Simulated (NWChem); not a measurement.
Species: C2H6F2Si; SMILES CC(F)(F)[SiH3]

```xyz
11

C     -1.3391    -1.0979     0.0000
C      0.0000    -0.4115     0.0000
F      0.7075    -0.8277     1.0972
F      0.7075    -0.8277    -1.0972
Si     0.0005     1.5191     0.0000
H     -1.1771    -2.1866     0.0000
H     -1.9140    -0.8216     0.8948
H     -1.9140    -0.8216    -0.8948
H      1.4140     1.9870     0.0000
H     -0.7091     2.0027     1.2207
H     -0.7091     2.0027    -1.2207
```
Atoms are numbered in this order, from 1.

All runs use the structure optimised with PBE0/def2-SVP.

### Question
Give the principal values of the shielding tensors (ppm) of C1, C2, F3, Si5 from PBE0/pcSseg-1, GIAO (NWChem), with their diamagnetic and paramagnetic parts as GIAO splits them.

### Answer
```csv
atom,σ11,σ22,σ33,isotropic,diamagnetic,paramagnetic
C1,140.8,148.0,185.5,158.1,250.3,-92.2
C2,41.9,52.4,75.6,56.6,244.8,-188.2
F3,179.4,313.8,377.6,290.3,475.4,-185.1
Si5,391.8,404.2,454.1,416.7,880.0,-463.3
```
